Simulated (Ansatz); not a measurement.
Born–Oppenheimer molecular dynamics of CH5ClO2Si2 (11 atoms, charge 0, multiplicity 1). It starts from a relaxed structure.

All numbers below come from RKS PBE0/STO-3G (Ansatz 0.2.0).

| Property | Result |
| --- | --- |
| ensemble | NVT, Langevin thermostat |
| time step | 0.5 fs |
| steps asked | 400 |
| set temperature | 500 K |
| friction | 0.02 /fs |
| seed | 871546 |

Frames 1 fs apart, positions in Å.

Velocities at 35.0 fs (Å/ps):

```
Cl 0.85 -2.15 -1.96
Si -2.22 0.70 -0.33
C 5.68 3.71 1.57
O 3.31 9.16 5.58
Si -0.20 -2.21 0.72
O -3.82 -9.72 -4.48
H -16.20 -15.96 23.17
H 21.58 -14.23 -6.90
H -13.37 15.95 29.39
H -29.03 1.53 -7.31
H -12.39 13.50 1.43
```

```xyz
11
Properties=species:S:1:pos:R:3 time_fs=35.0 energy_less_start_eV=0.328 T=351
Cl -2.889 -0.438 -0.156
Si -1.131 0.528 0.431
C 0.278 -0.663 0.991
O 1.543 -0.168 0.380
Si 0.987 0.231 -1.180
O -0.343 1.206 -0.852
H -1.595 1.605 1.322
H 0.188 -1.763 0.839
H 0.454 -0.555 2.104
H 2.062 0.915 -1.897
H 0.589 -0.908 -1.916
11
Properties=species:S:1:pos:R:3 time_fs=36.0 energy_less_start_eV=0.359 T=347
Cl -2.888 -0.439 -0.158
Si -1.133 0.528 0.431
C 0.284 -0.660 0.994
O 1.548 -0.159 0.384
Si 0.987 0.229 -1.180
O -0.347 1.196 -0.856
H -1.609 1.587 1.347
H 0.204 -1.779 0.828
H 0.439 -0.540 2.126
H 2.032 0.917 -1.902
H 0.573 -0.896 -1.920
11
Properties=species:S:1:pos:R:3 time_fs=37.0 energy_less_start_eV=0.405 T=300
Cl -2.889 -0.440 -0.159
Si -1.136 0.528 0.431
C 0.292 -0.657 0.998
O 1.552 -0.151 0.388
Si 0.990 0.226 -1.179
O -0.352 1.186 -0.860
H -1.623 1.568 1.366
H 0.216 -1.793 0.814
H 0.424 -0.529 2.143
H 2.002 0.921 -1.906
H 0.555 -0.893 -1.925
11
Properties=species:S:1:pos:R:3 time_fs=38.0 energy_less_start_eV=0.414 T=325
Cl -2.889 -0.441 -0.161
Si -1.139 0.527 0.430
C 0.299 -0.656 1.004
O 1.556 -0.145 0.393
Si 0.994 0.224 -1.178
O -0.356 1.177 -0.865
H -1.630 1.549 1.378
H 0.222 -1.796 0.797
H 0.404 -0.525 2.148
H 1.976 0.929 -1.914
H 0.533 -0.894 -1.935
11
Properties=species:S:1:pos:R:3 time_fs=39.0 energy_less_start_eV=0.384 T=356
Cl -2.889 -0.442 -0.163
Si -1.141 0.527 0.429
C 0.308 -0.657 1.012
O 1.560 -0.140 0.398
Si 0.997 0.222 -1.177
O -0.361 1.168 -0.871
H -1.632 1.530 1.389
H 0.229 -1.788 0.781
H 0.385 -0.524 2.137
H 1.954 0.944 -1.930
H 0.506 -0.905 -1.944
11
Properties=species:S:1:pos:R:3 time_fs=40.0 energy_less_start_eV=0.360 T=362
Cl -2.888 -0.444 -0.165
Si -1.144 0.526 0.429
C 0.316 -0.656 1.020
O 1.562 -0.136 0.402
Si 1.000 0.220 -1.177
O -0.366 1.160 -0.877
H -1.630 1.510 1.397
H 0.242 -1.763 0.769
H 0.370 -0.529 2.118
H 1.931 0.969 -1.950
H 0.484 -0.914 -1.950
11
Properties=species:S:1:pos:R:3 time_fs=41.0 energy_less_start_eV=0.377 T=371
Cl -2.887 -0.446 -0.168
Si -1.147 0.525 0.428
C 0.324 -0.655 1.028
O 1.563 -0.132 0.408
Si 1.002 0.217 -1.177
O -0.373 1.154 -0.886
H -1.624 1.489 1.404
H 0.246 -1.724 0.760
H 0.358 -0.534 2.101
H 1.915 0.997 -1.969
H 0.470 -0.924 -1.952
11
Properties=species:S:1:pos:R:3 time_fs=42.0 energy_less_start_eV=0.462 T=314
Cl -2.886 -0.449 -0.169
Si -1.148 0.523 0.428
C 0.332 -0.653 1.036
O 1.563 -0.128 0.414
Si 1.004 0.215 -1.178
O -0.379 1.150 -0.896
H -1.617 1.472 1.409
H 0.248 -1.686 0.754
H 0.351 -0.546 2.091
H 1.904 1.029 -1.984
H 0.457 -0.936 -1.959
11
Properties=species:S:1:pos:R:3 time_fs=43.0 energy_less_start_eV=0.533 T=282
Cl -2.886 -0.451 -0.170
Si -1.149 0.521 0.428
C 0.339 -0.650 1.043
O 1.564 -0.124 0.421
Si 1.006 0.212 -1.179
O -0.386 1.150 -0.905
H -1.616 1.457 1.414
H 0.246 -1.660 0.753
H 0.352 -0.562 2.097
H 1.893 1.061 -1.996
H 0.451 -0.944 -1.959
11
Properties=species:S:1:pos:R:3 time_fs=44.0 energy_less_start_eV=0.512 T=305
Cl -2.885 -0.452 -0.171
Si -1.149 0.517 0.429
C 0.346 -0.644 1.048
O 1.563 -0.120 0.430
Si 1.008 0.210 -1.181
O -0.393 1.150 -0.913
H -1.614 1.452 1.419
H 0.239 -1.652 0.757
H 0.363 -0.578 2.124
H 1.882 1.087 -2.002
H 0.453 -0.948 -1.951
11
Properties=species:S:1:pos:R:3 time_fs=45.0 energy_less_start_eV=0.444 T=375
Cl -2.885 -0.455 -0.172
Si -1.149 0.513 0.430
C 0.352 -0.635 1.054
O 1.561 -0.116 0.438
Si 1.008 0.208 -1.183
O -0.398 1.151 -0.920
H -1.608 1.457 1.423
H 0.233 -1.662 0.761
H 0.381 -0.591 2.162
H 1.869 1.104 -2.000
H 0.466 -0.952 -1.936
11
Properties=species:S:1:pos:R:3 time_fs=46.0 energy_less_start_eV=0.414 T=374
Cl -2.886 -0.457 -0.172
Si -1.148 0.507 0.431
C 0.358 -0.626 1.061
O 1.559 -0.111 0.445
Si 1.007 0.207 -1.185
O -0.405 1.153 -0.927
H -1.597 1.462 1.428
H 0.224 -1.682 0.769
H 0.408 -0.603 2.198
H 1.853 1.112 -1.993
H 0.486 -0.948 -1.916
```

Of the whole run (200 fs, mean temperature of the second half 488 K): A run of 0.2 ps of so small a system gives no equilibrium averages. Limits of this set-up: minimal basis.

The run took 5.9 min on 1 thread of AMD EPYC 9R45 96-Core Processor (Zen 5) (shared host), peak memory 0.14 GiB.
